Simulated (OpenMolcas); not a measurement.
What dynamic correlation does to the levels of V3+

```yaml
Program: OpenMolcas 26.06
Basis: ANO-RCC-VQZP [7s6p4d3f2g1h]
Scalar_Hamiltonian: DKH2, point nucleus
Active_space: 2 electrons in 10 orbitals (3d 4d)
State_averaging: 2S+1 = 3 even, 10 roots; 2S+1 = 1 even, 14 roots
Spin-orbit_coupling: RASSI with atomic mean-field integrals over the reference wave functions, term energies averaged over their components
```

Methods on the same reference wave functions:
A. CASSCF
B. SS-CASPT2, IPEA 0.25 Eh, imaginary shift 0.1 Eh (closed shells correlated: 3s 3p)

Energies in cm-1 above 3d2 3F2, the measured ground level; measured values from Sugar and Corliss, J. Phys. Chem. Ref. Data 7, 1191 (1978).

```csv
Level,A,B,Measured
3d2 3F2,0.0,0.0,0.0
3d2 3F3,323,325,325
3d2 3F4,742,744,735
3d2 1D2,13550,10510,10959
3d2 3P0,16105,13580,
3d2 3P1,16208,13680,13239
3d2 3P2,16445,13910,13458
3d2 1G4,20849,18330,18391
```

Deviations, from unrounded energies. A percentage is the sum of absolute deviations over the sum of measured energies, with the sign that they share, or ± where signs differ.

```
                        Against measurement  Levels      A     B
             mean absolute deviation (cm-1)       6   1800   240
      fine structure of the ground term (%)       2   ±0.9  +0.9
other terms of the ground configuration (%)       4  +19.6  ±2.5
```

B lies closest to measurement on these levels. The largest miss of B in the table is 3d2 3P2, by +450 cm-1. The ranking rests on the paired levels alone, and a cruder setting can come out closer through cancelling errors.

From A to B the spin-free energies of the other terms of 3d2 shown, above 3F, scale by factors of 0.77 to 0.88, as is usual when dynamic correlation screens the repulsion within a d or f shell.

The lowest spin-free term lies below A's lowest term by 0.330 hartree in B.

Term energies are means over components that CASPT2 splits; among the terms shown or strongly mixed into the levels shown the widest spread is 730 cm-1 (3d2 1G, B). Active for correlation alone: 4d; no level in the range computed is led by a configuration that fills it, so any true level of that kind is missing. Without dynamic correlation excited terms often stand tens of per cent too high (terms of higher spin than the ground term too low), and those without a measured partner can miss by more than the paired ones (holds for A). Measured partners are found by configuration, term and J. A level has none where our copy of the source lacks it or the pairing is in doubt (some pairs that miss far off the trend of their configuration count as doubtful), and it then counts in no deviation. Only configurations of the active space appear.
